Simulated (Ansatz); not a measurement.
The cluster Si8H6: single points at one geometry.

```yaml
crystal:
  periodic: [false, false, false]
  atoms:
    - {symbol: Si, position_ang: [-0.731150, 1.477182, 1.072731]}
    - {symbol: Si, position_ang: [0.088907, 2.321111, -0.904404]}
    - {symbol: Si, position_ang: [-1.951044, -2.081182, -0.600044]}
    - {symbol: Si, position_ang: [1.623097, -1.575309, 1.217254]}
    - {symbol: Si, position_ang: [-0.805801, -0.938655, 1.077887]}
    - {symbol: Si, position_ang: [0.989794, 0.412634, 2.249231]}
    - {symbol: Si, position_ang: [0.514459, 0.639169, -2.242389]}
    - {symbol: Si, position_ang: [0.495997, -1.286028, -0.952721]}
    - {symbol: H, position_ang: [-1.237556, -3.373214, -0.124642]}
    - {symbol: H, position_ang: [0.717662, 0.230832, 3.730722]}
    - {symbol: H, position_ang: [-1.791761, 2.217493, 1.845642]}
    - {symbol: H, position_ang: [0.899547, -2.556171, -1.650322]}
    - {symbol: H, position_ang: [1.465565, 0.792531, -3.401571]}
    - {symbol: H, position_ang: [-0.277737, 3.719616, -1.317364]}
basis:
  gaussian: {orbitals: def2-TZVP, initial_orbitals: start.molden}
hamiltonian: {xc: {name: CAM-B3LYP}, dispersion: d4}
scf: {omitted_lower_state_checks: [starts]}
output: {orbitals: {seedname: orbitals}}
```

The file start.molden holds the orbitals of an earlier run on this structure, at another level or in another basis.

```sh
$ ansatz run in.yaml --threads 4 --pin off --events-out ev --progress --plain --max-ram 8704MiB
```

It prints (some lines left out):

```
Functional definition: CAM-B3LYP
2352 factors; their error is unknown
630 factors; integrals over basis functions are off by at most 1.7e-5 eV
mean field evaluation 1: about -63116.3349 eV, gradient 1.0e1 eV
mean field evaluation 2: about -63116.5575 eV, gradient 2.6e-1 eV
mean field evaluation 4: about -63116.7466 eV, gradient 2.0e-3 eV
mean field -63116.74657338 eV, -2319.4976545043 hartree, gradient 2.3e-5 eV, S^2 0.000000; 0 other end points of the search recorded, 0 dependent functions left out
reference -63116.74674939 eV, -2319.4976609726 hartree; 59, 59 occupied and 273, 273 virtual orbitals, 2352 factors
Total energy: -63117.66006809 eV, -2319.5312248158 hartree
Checks for a lower state left out: starts
```

Hardware: 4 threads of Arm Neoverse V1 on a shared host. Wall time 21 s, peak host memory 2.3 GiB.

As the first input, with `hamiltonian: {xc: r2scan, dispersion: d4}` (abridged; 19 s):

```
Functional definition: r2SCAN
mean field -63111.99080760 eV, -2319.3228833353 hartree, gradient 2.2e-5 eV, S^2 0.000000
Total energy: -63112.21577909 eV, -2319.3311508852 hartree
Checks for a lower state left out: starts
```

As the first input, with `gaussian: {orbitals: def2-SVP, initial_orbitals: start.molden}`, `correlation: {method: ccsd_t}` and without the key `hamiltonian` (abridged; 39 s):

```
Functional definition: HF
mean field evaluation 16: about -62962.6091 eV, gradient 4.6e0 eV
mean field evaluation 32: about -62961.5959 eV, gradient 2.8e0 eV
mean field -62967.96267878 eV, -2314.0299472270 hartree, gradient 1.5e-6 eV, S^2 0.000000; unrestricted orbitals would lower it
40 core orbitals not correlated: weight in the atoms' cores, before any rotation towards them, 1.000 or more for the frozen orbitals, at most 0.000 for the correlated occupied ones
second order -21.07786686 eV of doubles, -0.00000000 eV of singles
cycle   1  -21.99764395 eV  change   -9.2e-1 eV  update   1.9e-1
cycle   2  -22.92212732 eV  change   -9.2e-1 eV  update   6.3e-2
cycle   3  -23.17576219 eV  change   -2.5e-1 eV  update   3.6e-2
cycle   4  -23.17219484 eV  change    3.6e-3 eV  update   1.1e-2
cycle   5  -23.16753656 eV  change    4.7e-3 eV  update   7.0e-3
cycle   6  -23.16759386 eV  change   -5.7e-5 eV  update   2.8e-3
cycle   7  -23.16643837 eV  change    1.2e-3 eV  update   1.4e-3
cycle   8  -23.16676235 eV  change   -3.2e-4 eV  update   6.3e-4
cycle   9  -23.16708515 eV  change   -3.2e-4 eV  update   2.8e-4
cycle  10  -23.16694131 eV  change    1.4e-4 eV  update   1.4e-4
cycle  11  -23.16689853 eV  change    4.3e-5 eV  update   6.7e-5
cycle  12  -23.16692984 eV  change   -3.1e-5 eV  update   3.6e-5
cycle  13  -23.16694649 eV  change   -1.7e-5 eV  update   1.7e-5
perturbative correction -1.49283261 eV, -0.0548605865 hartree
Total energy: -62992.62245788 eV, -2314.9361773939 hartree
Checks for a lower state left out: starts
```

The first input with `hamiltonian: {xc: pbe0, dispersion: d4}` (abridged; 18 s):

```
Functional definition: PBE0
mean field -63091.28076846 eV, -2318.5618034350 hartree, gradient 1.6e-5 eV, S^2 0.000000
Total energy: -63092.13269247 eV, -2318.5931110648 hartree
Checks for a lower state left out: starts
```

As the first input, with `hamiltonian: {xc: {name: wB97X-V}}` (abridged; 36 s):

```
Functional definition: wB97X-V
mean field -63106.35799957 eV, -2319.1158814584 hartree, gradient 1.5e-5 eV, S^2 0.000000
Total energy: -63106.35799670 eV, -2319.1158813531 hartree
Checks for a lower state left out: starts
```

The first input with `hamiltonian: {xc: pbe, dispersion: d4}`, `output: {forces: true, orbitals: {seedname: orbitals}}` (abridged; 11 s):

```
Functional definition: PBE
mean field -63085.91777764 eV, -2318.3647171575 hartree, gradient 2.0e-5 eV, S^2 0.000000
Total energy: -63086.88469208 eV, -2318.4002506078 hartree
Atom 0 force     0.047202    -0.016435     0.018501 eV/Å
Atom 1 force    -0.045315    -0.002470    -0.000487 eV/Å
Atom 2 force     0.148468    -0.043064     0.090808 eV/Å
Atom 3 force    -0.165385     0.139502    -0.025222 eV/Å
Atom 4 force     0.139479     0.016748    -0.104115 eV/Å
Atom 5 force    -0.100707    -0.102974    -0.018102 eV/Å
Atom 6 force     0.045718     0.012544     0.011837 eV/Å
Atom 7 force    -0.048861    -0.053089     0.068263 eV/Å
Atom 8 force    -0.041774     0.110561    -0.039951 eV/Å
Atom 9 force     0.014944     0.011220    -0.110559 eV/Å
Atom 10 force     0.081174    -0.059710    -0.069208 eV/Å
Atom 11 force    -0.031291     0.111973     0.054619 eV/Å
Atom 12 force    -0.073961    -0.003671     0.091779 eV/Å
Atom 13 force     0.030310    -0.121137     0.031837 eV/Å
Dipole moment:     0.139998     0.347856     0.101193 e Å
Checks for a lower state left out: starts
```

Geometry: PBE-D4/def2-SVP.

Correlated methods freeze 40 core orbitals. The restricted singlet is unstable towards broken spin symmetry in Hartree–Fock (as tested in another run); at CAM-B3LYP-D4/def2-TZVP, r2SCAN-D4/def2-TZVP, PBE0-D4/def2-TZVP, ωB97X-V/def2-TZVP and others this wasn't settled. At CCSD(T)/def2-SVP T1 of the charge 0 singlet is large (up to 0.022), so the single-reference result is doubtful. At CCSD(T)/def2-SVP the restricted singlet (for correlated methods, its reference) is unstable: a solution with broken spin symmetry lies lower. Another isomer (singlet) lies 0.52 eV lower at PBE0-D4/def2-TZVP; other spin states weren't run for this one.
